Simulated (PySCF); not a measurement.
MoH6, SMILES [MoH6], multiplicity 1. Heavy atoms are numbered as in [MoH6:1]. Hydrogens are named by the atom that carries them.

The structure is a stationary point at PBE-D3(BJ)/def2-TZVPD. The multiplicity is an assumed one; other spin states were not compared. The def2 effective core potentials stand for the cores of Mo; spin–orbit coupling is left out.

Computed with ωB97X/def2-TZVPD in PySCF.

Mulliken values depend strongly on the basis, most of all with diffuse functions as here. ESP charges are fitted to the potential on shells at 1.4 to 2.0 van der Waals radii. Atomic charges (e), one atom of each kind:

| atom | ESP fit | Mulliken |
|---|---|---|
| Mo1 (MoH6) | ___ | -0.50 |
| H on Mo1 | ___ | 0.08 |

Problem. Fill in the missing entries. (The exact figures need the calculation; the answer reports its results.)

Solution. 
- Mo1 (MoH6), ESP fit: 0.29
- H on Mo1, ESP fit: -0.05
